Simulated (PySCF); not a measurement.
**I²⁺: excitation energy**

I²⁺ [Kr] 4d10 5s2 5p3 (4S) → I²⁺ [Kr] 4d10 5s1 5p4 (4P), as a difference of total energies. Computed with PySCF 2.14 in ANO-RCC-VTZP (7s6p4d2f1g, 68 functions), with scalar relativity by spin-free X2C-1e. Correlated levels: valence and next inner shell: [Ar] 3d10 frozen. The calculations carry no spin-orbit coupling.

```csv
method,excitation energy (eV)
UHF,11.119
MP2 (valence and next inner shell),11.480
SCS-MP2 (valence and next inner shell),11.373
CCSD (valence and next inner shell),11.087
CCSD(T) (valence and next inner shell),10.940
```

Question: How much does correlation contribute at CCSD(T) (valence and next inner shell)?

Answer: 10.940 − (11.119) = -0.179 eV, measured against UHF.

A first-order spin-orbit estimate (lowest level to lowest level, LS coupling) adds -0.396 eV.
